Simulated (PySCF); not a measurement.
## C₆ coefficients of unlike pairs at BLYP

Calculated with PySCF 2.14 from the dipole response of each species, C₆(A,B) = (3/π) ∫ α_A(iu) α_B(iu) du, in atomic units, from isotropic polarisabilities. For ions this is the dispersion term alone; charge-induced terms of lower order in 1/R come first.

```json
{"species": "Sn", "configuration": "[Kr] 4d10 5s2 5p2 (3P)", "basis": "x2c-TZVPPall with one added diffuse shell each of s, p, d, f type (9s7p5d3f)", "relativity": "spin-free X2C", "α (bohr³)": "62.43", "C₆ (like pair)": "682.0"}
{"species": "N", "configuration": "[He] 2s2 2p3 (4S)", "basis": "aug-cc-pCVTZ-DK with one added diffuse shell each of s, p, d, f type (8s7p5d3f)", "relativity": "spin-free X2C", "α (bohr³)": "8.334", "C₆ (like pair)": "28.48"}
{"species": "Ag⁺", "configuration": "[Kr] 4d10 (1S)", "basis": "x2c-QZVPPall with one added diffuse shell each of s, p, d, f, g type (14s9p8d5f3g)", "relativity": "spin-free X2C", "α (bohr³)": "10.85", "C₆ (like pair)": "65.26"}
```

(1) Estimate C₆ for Ag⁺ with N.

No spin-orbit coupling is included.

The other pairs:

```json
{"pair": "N, Sn", "C₆": "130.9"}
{"pair": "Ag⁺, Sn", "C₆": "186.3"}
```

Answers

(1) The integral gives 42.38. The combination rule 2 C_A C_B / (C_A α_B/α_A + C_B α_A/α_B) gives 42.63 and the geometric mean 43.12.
